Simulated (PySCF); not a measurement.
[BBr2]+ (singlet). All numbers come from PBE0/[B def2-TZVP, Br def2-TZVP], no relativity, density fitting, PySCF.

Harmonic bands of its minimum:

```json
{"ω (cm⁻¹)": "279", "IR (km/mol, summed over degenerate members)": "12.2", "degeneracy": "2"}
{"ω (cm⁻¹)": "339", "IR (km/mol, summed over degenerate members)": "0.0", "degeneracy": "1"}
{"ω (cm⁻¹)": "1275", "IR (km/mol, summed over degenerate members)": "515", "degeneracy": "1"}
```

The central atom is B. Infer the point group and assign the bands.

D∞h. The modes span πu + σg+ + σu+: 279 πu, 339 σg+, 1275 σu+. The computed geometry has B–Br 1.761 Å (×2); Br–B–Br 180.0°.

Only a few start shapes were tried, so a lower isomer may exist.
